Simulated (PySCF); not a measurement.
# Atomic charges by several schemes

Compound: p-toluidine, C7H9N.
Z-matrix (Å and degrees, PBE0-D3(BJ)/def2-SVP geometry), rows numbered from 1:
```
C 
C   1  1.5019
C   2  1.3993  1  121.51
C   3  1.3903  2  121.89  1   178.44
C   4  1.4043  3  120.79  2     0.10
N   5  1.3832  4  121.11  3   177.44
C   5  1.4040  4  117.67  3     0.06
C   7  1.3906  5  120.81  4    -0.06
H   1  1.1002  2  111.49  3   152.45
H   1  1.1037  2  111.55  3   -87.82
H   1  1.1003  2  111.51  3    31.89
H   3  1.0941  2  119.31  1    -1.61
H   4  1.0938  3  119.79  2   179.59
H   6  1.0115  5  116.01  4    23.47
H   6  1.0115  5  116.01  4   159.33
H   7  1.0938  5  119.42  4   179.43
H   8  1.0941  2  119.31  1     1.62
```

Density: PBE0/pcSseg-1 (PySCF); schemes: Mulliken, IAO, Hirshfeld and ESP-fitted. Isolated species at its PBE0-D3(BJ)/def2-SVP geometry, gas phase.

For which atoms does the sign change between the 4 schemes (beyond +0.03 e in one, beyond −0.03 e in another)?

C2. Atomic charges aren't observables, and each scheme defines them in its own way.

Do the Mulliken, IAO, Hirshfeld and ESP-fitted schemes agree on where the charge is highest?

The schemes don't all agree: Mulliken H14 and H15 (+0.182); IAO H14 and H15 (+0.264); Hirshfeld H14 and H15 (+0.128); ESP-fitted C2 (+0.356).

Tabulate the Mulliken, IAO, Hirshfeld and ESP-fitted charges.

In e:

| atom | environment | Mulliken | IAO | Hirshfeld | ESP-fitted |
| --- | --- | --- | --- | --- | --- |
| C1 | benzylic-type carbon | -0.143 | -0.415 | -0.117 | -0.562 |
| C2 | substituted aromatic carbon | -0.323 | -0.019 | -0.012 | +0.356 |
| C3 | aromatic CH carbon | -0.037 | -0.147 | -0.056 | -0.316 |
| C4 | aromatic CH carbon | -0.070 | -0.201 | -0.080 | -0.292 |
| C5 | aromatic carbon bearing nitrogen | +0.056 | +0.121 | +0.046 | +0.343 |
| N6 | aniline-type nitrogen | -0.423 | -0.508 | -0.200 | -0.784 |
| C7 | aromatic CH carbon | -0.070 | -0.202 | -0.080 | -0.276 |
| C8 | aromatic CH carbon | -0.036 | -0.147 | -0.056 | -0.334 |
| H9 | methyl hydrogen | +0.117 | +0.142 | +0.043 | +0.151 |
| H10 | methyl hydrogen | +0.133 | +0.146 | +0.041 | +0.146 |
| H11 | methyl hydrogen | +0.118 | +0.142 | +0.043 | +0.149 |
| H12 | aromatic hydrogen | +0.069 | +0.142 | +0.045 | +0.181 |
| H13 | aromatic hydrogen | +0.087 | +0.139 | +0.042 | +0.184 |
| H14 | N–H hydrogen | +0.182 | +0.264 | +0.128 | +0.345 |
| H15 | N–H hydrogen | +0.182 | +0.264 | +0.128 | +0.343 |
| H16 | aromatic hydrogen | +0.087 | +0.139 | +0.042 | +0.180 |
| H17 | aromatic hydrogen | +0.070 | +0.142 | +0.045 | +0.185 |

Mean size of the charges over all atoms: ESP-fitted 0.302 e, IAO 0.193 e, Mulliken 0.130 e, Hirshfeld 0.071 e. Each set sums to the total charge, 0, to within 0.001 e. The ESP scheme fits charges at the nuclei, held to the total charge, to the electrostatic potential on points at 1.4 to 2.0 times the van der Waals radii. The Mulliken scheme gives each basis function's population to the atom it is centred on and halves the overlap population of two atoms between them.

How closely do the schemes follow one another over all atoms?

Correlation coefficient and root-mean-square difference: IAO with Hirshfeld 0.98, 0.142 e; IAO with ESP-fitted 0.94, 0.150 e; Hirshfeld with ESP-fitted 0.93, 0.265 e; Mulliken with Hirshfeld 0.85, 0.103 e; Mulliken with IAO 0.83, 0.125 e; Mulliken with ESP-fitted 0.65, 0.266 e.

How many electrons does the Hirshfeld scheme count on C2?

Z − q = 6 − (-0.012) = 6.012.

Sum the charges by element, for elements with more than one atom.

```
element  atoms  Mulliken     IAO  Hirshfeld  ESP-fitted
      C      7    -0.623  -1.010     -0.356      -1.080
      H      9    +1.046  +1.519     +0.555      +1.864
```
